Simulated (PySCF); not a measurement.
CCl₃, SMILES Cl[C+](Cl)Cl, charge +1. Atoms are numbered in the order given.

```xyz
4

C      0.0000     0.0000     0.0000
Cl     1.6556     0.0000     0.0000
Cl    -0.8278     1.4338     0.0000
Cl    -0.8278    -1.4338     0.0000
```
Charge +1, spin multiplicity 1.

Geometry optimised at r2SCAN-D4/def2-SVP.

Calculation: PBE/def2-TZVPD (PySCF).

Symmetry labels are those of the subgroup C2v that the program uses (full group D3h).

**Question.** List the valence orbital energies around the gap with their symmetry. (The exact figures need the calculation; the answer reports its results.)

**Answer.** 
| orbital | symmetry | energy (eV) |
|---|---|---|
| HOMO−7 | A1 | -19.22 |
| HOMO−6 | B1 | -19.22 |
| HOMO−5 | B2 | -17.87 |
| HOMO−4 | B1 | -15.13 |
| HOMO−3 | A1 | -15.13 |
| HOMO−2 | B2 | -14.98 |
| HOMO−1 | A2 | -14.98 |
| HOMO | B1 | -13.99 |
| LUMO | B2 | -10.82 |
| LUMO+1 | A1 | -7.99 |
| LUMO+2 | A1 | -6.06 |
| LUMO+3 | B1 | -6.06 |
